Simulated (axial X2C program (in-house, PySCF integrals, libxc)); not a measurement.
# Potential curves of InP, spin-free

Computed with an axial X2C code built on PySCF integrals. Spin-free means the one-electron spin-free X2C Hamiltonian. Basis: In dyall-cv3z [11s12p9d4f1g], P dyall-v3z [8s7p2d1f] (cores contracted in-house); Gaussian nuclei, density fitting, unrestricted open shells. Masses: In 114.904 u, P 30.974 u.

State: M_S = 1, Λ = 0 (beyond evenly filled blocks: π+α, π-α). Energies in eV from the fragments at the same level (In + P). Fits are polynomials in 1 − R0/R over 0.85 to 1.23 times the lowest point R0.

```csv
R (Å),PBE,HF
2.1202,-0.4175,0.9435
2.2177,-1.0970,0.2110
2.2908,-1.4538,-0.1715
2.3639,-1.7098,-0.4441
2.4370,-1.8862,-0.6296
2.5223,-2.0134,-0.7607
2.6076,-2.0754,-0.8214
2.7173,-2.0850,-0.8242
2.7864,-2.0609,-0.7943
2.8513,-2.0225,-0.7499
2.9456,-1.9462,-0.6655
3.0462,-1.8459,-0.5604
```

Dissociation energies refer to the lowest single-determinant-based atoms at the same level and basis. The state is one determinant with fixed occupations, lowest in a PBE0 search at one distance only: followed along the bond, the 2c determinant Ω = 1 reaches 0.25 eV lower at PBE0, at Re = 2.646 Å, so the state shown is not the lowest. At some level and bond length an empty orbital lies below a filled one. Spin-free De lacks the spin–orbit lowering of the heavy p-block atom, a tenth of an eV or more for 4p and 5p, up to an eV for 6p and one to two eV for 7p atoms, less what an open-shell molecule gains itself. With spin–orbit coupling the lowest determinant has another configuration, so this spin-free state is a model.

(1) What are Re, ωe and De at the PBE level?

(2) What are Re, ωe and De at the HF level?

Results:

(1) At PBE, spin-free: Re = 2.677 Å, ωe ≈ 243 cm⁻¹, De = 2.09 eV to In + P; Be follows as 0.0964 cm⁻¹.

(2) At HF, spin-free: Re = 2.665 Å, ωe ≈ 256 cm⁻¹, De = 0.83 eV to In + P; Be follows as 0.0973 cm⁻¹.
